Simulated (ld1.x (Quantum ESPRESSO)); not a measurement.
# An all-electron radial function and its pseudo partner (phosphorus (P))

Columns: radius, all-electron u(r) and pseudo u(r) of the 3s shell (level -14.15 eV) of phosphorus in the configuration [Ne] 3s1.75 3p3.25; PBE, scalar-relativistic, ultrasoft scheme, ld1.x (Quantum ESPRESSO) 7.5.

```json
{"r (bohr)": "0.108", "all-electron": "0.0955", "pseudo": "0.0613"}
{"r (bohr)": "0.215", "all-electron": "-0.2240", "pseudo": "0.1229"}
{"r (bohr)": "0.322", "all-electron": "-0.3704", "pseudo": "0.1863"}
{"r (bohr)": "0.430", "all-electron": "-0.3364", "pseudo": "0.2525"}
{"r (bohr)": "0.538", "all-electron": "-0.1967", "pseudo": "0.3208"}
{"r (bohr)": "0.645", "all-electron": "-0.0159", "pseudo": "0.3899"}
{"r (bohr)": "0.752", "all-electron": "0.1686", "pseudo": "0.4595"}
{"r (bohr)": "0.860", "all-electron": "0.3376", "pseudo": "0.5284"}
{"r (bohr)": "0.968", "all-electron": "0.4798", "pseudo": "0.5939"}
{"r (bohr)": "1.075", "all-electron": "0.5919", "pseudo": "0.6532"}
{"r (bohr)": "1.182", "all-electron": "0.6766", "pseudo": "0.7046"}
{"r (bohr)": "1.290", "all-electron": "0.7366", "pseudo": "0.7463"}
{"r (bohr)": "1.398", "all-electron": "0.7738", "pseudo": "0.7757"}
{"r (bohr)": "1.505", "all-electron": "0.7915", "pseudo": "0.7915"}
{"r (bohr)": "1.612", "all-electron": "0.7935", "pseudo": "0.7935"}
{"r (bohr)": "1.720", "all-electron": "0.7828", "pseudo": "0.7828"}
{"r (bohr)": "1.828", "all-electron": "0.7623", "pseudo": "0.7623"}
{"r (bohr)": "1.935", "all-electron": "0.7347", "pseudo": "0.7347"}
{"r (bohr)": "2.042", "all-electron": "0.7020", "pseudo": "0.7020"}
{"r (bohr)": "2.150", "all-electron": "0.6656", "pseudo": "0.6656"}
{"r (bohr)": "2.258", "all-electron": "0.6271", "pseudo": "0.6271"}
{"r (bohr)": "2.365", "all-electron": "0.5881", "pseudo": "0.5881"}
{"r (bohr)": "2.472", "all-electron": "0.5490", "pseudo": "0.5490"}
{"r (bohr)": "2.580", "all-electron": "0.5102", "pseudo": "0.5102"}
{"r (bohr)": "2.688", "all-electron": "0.4725", "pseudo": "0.4725"}
{"r (bohr)": "2.795", "all-electron": "0.4366", "pseudo": "0.4366"}
```

(1) How many radial nodes do the two functions have?

(2) At about which radius was the pseudo-wave matched?

(3) Is the pseudo-wave norm-conserving?

## Answers

(1) The all-electron 3s function has n − l − 1 = 2; the pseudo-wave has 0, since the states of the same l below it are removed with the core.

(2) 1.55 bohr, where the columns begin to agree (steps of 0.11 bohr).

(3) No, it belongs to an ultrasoft set: the norm inside the radius is not constrained, and the difference is carried by the augmentation charge.
